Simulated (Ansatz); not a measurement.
Born–Oppenheimer molecular dynamics of Cl3FH4NOTa (11 atoms, charge 0, multiplicity 1). It starts at the highest image of a converged band, a first-order saddle point between two minima.

Computed with RKS PBE/def2-SVP in Ansatz 0.2.0.

```json
{"ensemble": "NVE (velocity Verlet)", "time step": "0.5 fs", "steps asked": "200", "starting velocities drawn for": "300 K", "seed": "10983"}
```

First frame:

```xyz
11
Properties=species:S:1:pos:R:3
Ta 0.087 0.196 0.117
N 2.211 -0.129 0.264
H 2.533 -0.838 0.934
H 2.752 -0.203 -0.607
Cl 0.094 -0.698 2.311
Cl 0.576 0.802 -2.098
Cl -1.736 1.616 0.423
F -0.699 -1.406 -0.479
O 1.203 1.925 0.869
H 1.029 2.470 1.657
H 2.059 1.185 0.808
```

Question: How far do the bonds stretch over the last three quarters of this one trajectory? (Pairs bonded in most of those frames.)

Answer: 
| bond | mean (Å) | spread (Å) | shortest | longest |
| --- | --- | --- | --- | --- |
| Ta1–N2 | 1.989 | 0.051 | 1.92 | 2.07 |
| Ta1–Cl5 | 2.387 | 0.013 | 2.37 | 2.40 |
| Ta1–Cl6 | 2.367 | 0.027 | 2.32 | 2.40 |
| Ta1–Cl7 | 2.408 | 0.014 | 2.39 | 2.43 |
| Ta1–F8 | 1.866 | 0.026 | 1.83 | 1.91 |
| Ta1–O9 | 2.392 | 0.047 | 2.28 | 2.45 |
| N2–H3 | 1.028 | 0.006 | 1.02 | 1.04 |
| N2–H4 | 1.026 | 0.009 | 1.01 | 1.04 |
| O9–H10 | 0.984 | 0.006 | 0.97 | 1.00 |
| O9–H11 | 0.982 | 0.014 | 0.96 | 1.01 |

Mean temperature of the second half: 295 K. The conserved energy stayed within 0.023 meV per atom of its start (net change 0.012 meV per atom), so the integration is sound. A run of 0.1 ps of so small a system gives no equilibrium averages. The orbitals stay closed-shell, which can raise the energy where a bond breaks towards radicals; this wasn't checked here.

Time of the run: 4 min on 4 threads of Intel(R) Xeon(R) 6975P-C (Granite Rapids) (shared host), peak memory 0.27 GiB.
